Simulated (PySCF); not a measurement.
C₂H₅O, doublet (typed; the unrestricted solution is spin-contaminated), geometry from GFN2-xTB, with bond 6-2 at 2.0 times its length; HF/6-31G in PySCF.

Input for PySCF:
```python
from pyscf import gto, scf

mol = gto.M(
    atom='''
C     1.15137558   -0.54678548    0.07260233
C     0.09202467    0.46500352    0.17816257
O    -1.13368056   -0.05970874   -0.27413176
H    -1.81767180    0.61315053   -0.19934148
H    -0.00181551    0.81115250    1.22869683
H     0.63817269    2.26747168   -0.99734591
H     2.14839555   -0.30505774    0.37779903
H     0.91503609   -1.51712129   -0.30909800
''',
    basis='6-31g',
    spin=1,
    verbose=4,
)

mf = scf.UHF(mol)
mf.level_shift = 1.0
mf.max_cycle = 100
mf.kernel()
mf.analyze()
```

It wrote (shortened):

```
PySCF version 2.14.0

[INPUT] verbose = 4
[INPUT] num. atoms = 8
[INPUT] num. electrons = 25
[INPUT] charge = 0
[INPUT] spin (= nelec alpha-beta = 2S) = 1
[INPUT] symmetry False subgroup None
[INPUT] Mole.unit = angstrom
[INPUT] Symbol           X                Y                Z      unit          X                Y                Z       unit  Magmom
[...]
nuclear repulsion = 72.66431215188
number of shells = 25
number of NR pGTOs = 86
number of NR cGTOs = 37
basis = 6-31g
ecp = {}

******** <class 'pyscf.scf.uhf.UHF'> ********
method = UHF
initial guess = minao
damping factor = 0
level_shift factor = 1.0
DIIS = <class 'pyscf.scf.diis.CDIIS'>
diis_start_cycle = 1
diis_space = 8
diis_damp = 0
SCF conv_tol = 1e-09
SCF conv_tol_grad = None
SCF max_cycles = 100
direct_scf = True
direct_scf_tol = 1e-13
number electrons alpha = 13  beta = 12
Set gradient conv threshold to 3.16228e-05
init E= -153.301842024685

cycle= 1 E= -153.010949545746  delta_E= 0.291  |g|= 0.534  |ddm|= 1.62
cycle= 2 E= -153.1762975861  delta_E= -0.165  |g|= 0.207  |ddm|= 0.376
cycle= 3 E= -153.208839680596  delta_E= -0.0325  |g|= 0.124  |ddm|= 0.157
cycle= 4 E= -153.224583218123  delta_E= -0.0157  |g|= 0.0871  |ddm|= 0.109
cycle= 5 E= -153.23546240848  delta_E= -0.0109  |g|= 0.0727  |ddm|= 0.0879
cycle= 6 E= -153.246667717557  delta_E= -0.0112  |g|= 0.0656  |ddm|= 0.098
cycle= 7 E= -153.259951509179  delta_E= -0.0133  |g|= 0.0585  |ddm|= 0.13
cycle= 8 E= -153.268304854749  delta_E= -0.00835  |g|= 0.0506  |ddm|= 0.0947
cycle= 9 E= -153.276315299238  delta_E= -0.00801  |g|= 0.041  |ddm|= 0.126
cycle= 10 E= -153.279668369031  delta_E= -0.00335  |g|= 0.0308  |ddm|= 0.0736
cycle= 11 E= -153.281382960431  delta_E= -0.00171  |g|= 0.0224  |ddm|= 0.054
cycle= 12 E= -153.282227521151  delta_E= -0.000845  |g|= 0.0157  |ddm|= 0.0373
cycle= 13 E= -153.282598068468  delta_E= -0.000371  |g|= 0.0107  |ddm|= 0.0228
cycle= 14 E= -153.282794974667  delta_E= -0.000197  |g|= 0.00726  |ddm|= 0.0182
cycle= 15 E= -153.282872695959  delta_E= -7.77e-05  |g|= 0.00476  |ddm|= 0.0109
cycle= 16 E= -153.282910461217  delta_E= -3.78e-05  |g|= 0.00328  |ddm|= 0.00835
cycle= 17 E= -153.282926240414  delta_E= -1.58e-05  |g|= 0.00219  |ddm|= 0.00523
cycle= 18 E= -153.282933139422  delta_E= -6.9e-06  |g|= 0.00148  |ddm|= 0.00341
cycle= 19 E= -153.282936383474  delta_E= -3.24e-06  |g|= 0.001  |ddm|= 0.00227
cycle= 20 E= -153.282937916887  delta_E= -1.53e-06  |g|= 0.000691  |ddm|= 0.00152
[...]
converged SCF energy = -153.282939422365  <S^2> = 1.348833  2S+1 = 2.5288994
Total Energy =                        -153.282939422364791
[...]

 ** Mulliken spin pop alpha/beta on meta-lowdin orthogonal AOs **
 ** Mulliken Spin Density (per AO)  **
spin_pop of  0 C 1s       -0.00000
spin_pop of  0 C 2s        0.07448
spin_pop of  0 C 3s       -0.00154
spin_pop of  0 C 2px       0.08834
spin_pop of  0 C 2py       0.12399
spin_pop of  0 C 2pz       0.71398
spin_pop of  0 C 3px      -0.00038
spin_pop of  0 C 3py       0.00001
spin_pop of  0 C 3pz       0.00533
spin_pop of  1 C 1s        0.00000
spin_pop of  1 C 2s       -0.12645
spin_pop of  1 C 3s       -0.00123
spin_pop of  1 C 2px      -0.06213
spin_pop of  1 C 2py      -0.38074
spin_pop of  1 C 2pz      -0.24716
spin_pop of  1 C 3px       0.00012
spin_pop of  1 C 3py      -0.00061
spin_pop of  1 C 3pz      -0.00005
spin_pop of  2 O 1s        0.00000
spin_pop of  2 O 2s       -0.00186
spin_pop of  2 O 3s       -0.00024
spin_pop of  2 O 2px       0.00750
spin_pop of  2 O 2py      -0.02668
spin_pop of  2 O 2pz      -0.01810
spin_pop of  2 O 3px      -0.00017
spin_pop of  2 O 3py      -0.00036
spin_pop of  2 O 3pz      -0.00021
spin_pop of  3 H 1s        0.00298
spin_pop of  3 H 2s       -0.00026
spin_pop of  4 H 1s        0.04375
spin_pop of  4 H 2s       -0.00050
spin_pop of  5 H 1s        0.90902
spin_pop of  5 H 2s        0.00540
spin_pop of  6 H 1s       -0.05044
spin_pop of  6 H 2s        0.00043
spin_pop of  7 H 1s       -0.05660
spin_pop of  7 H 2s        0.00040
 ** Mulliken Spin Density (per atom)  **
spin density of  0 C =      1.00420
spin density of  1 C =     -0.81824
spin density of  2 O =     -0.04013
spin density of  3 H =      0.00272
spin density of  4 H =      0.04325
spin density of  5 H =      0.91442
spin density of  6 H =     -0.05001
spin density of  7 H =     -0.05621
 ** Mulliken pop alpha/beta on meta-lowdin orthogonal AOs **
 ** Mulliken pop       alpha | beta **
[...]
In total            13.00000 | 12.00000
 ** Mulliken atomic charges   ( Nelec_alpha | Nelec_beta ) **
charge of  0C =     -0.21404  (     3.60912      2.60492 )
charge of  1C =      0.07992  (     2.55092      3.36916 )
charge of  2O =     -0.51726  (     4.23857      4.27869 )
charge of  3H =      0.32772  (     0.33750      0.33478 )
charge of  4H =      0.10567  (     0.46879      0.42554 )
charge of  5H =     -0.02924  (     0.97183      0.05741 )
charge of  6H =      0.11591  (     0.41704      0.46705 )
charge of  7H =      0.13132  (     0.40624      0.46244 )
Dipole moment(X, Y, Z, Debye):  0.05685,  1.15333,  1.25806
```
